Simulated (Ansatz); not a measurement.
Calculated with Ansatz (gas phase, PBE0-D4/def2-TZVP geometries, no zero-point term in ΔE). CCSD(T)/CBS is the MP2 limit (def2-TZVPP, def2-QZVPP) plus CCSD(T) − MP2 in def2-TZVPP, frozen cores. DFT in def2-TZVPP. HSE06 is defined as in plane-wave codes. One conformer a species, not always the lowest.

Reaction (isomerisation): `CCBCF` → `BCC(C)F`

Problem. Is it downhill or uphill in electronic energy at CCSD(T)/CBS, and by how much? (An estimate is asked.)

Solution. Ansatz gave: Uphill: ΔE = +9.8 kJ/mol.

Problem. What do these levels give: PBE-QIDH, r2SCANh, r2SCAN0, HSE06, RPA@PBE/def2-TZVPP, MP2/CBS(def2)? (Estimate.)

Solution. Ansatz gave: PBE-QIDH 11.8, r2SCANh 14.5, r2SCAN0 13.7, HSE06 17.4, RPA@PBE/def2-TZVPP 7.2, MP2/CBS(def2) 8.8 kJ/mol.

Largest T1 diagnostic among the species: 0.010.

From BLYP to BHLYP (50 % exact exchange), in def2-TZVPP and without D4, ΔE moves by −7.3 kJ/mol. Leaving LDA and LC-ωPBE aside and taking each functional with its dispersion term where it has one, the values, not all of them listed here, spread over 8.0 kJ/mol, from ωB97X-V to PBE-D4. LDA lies −4.8 kJ/mol from PBE without D4.
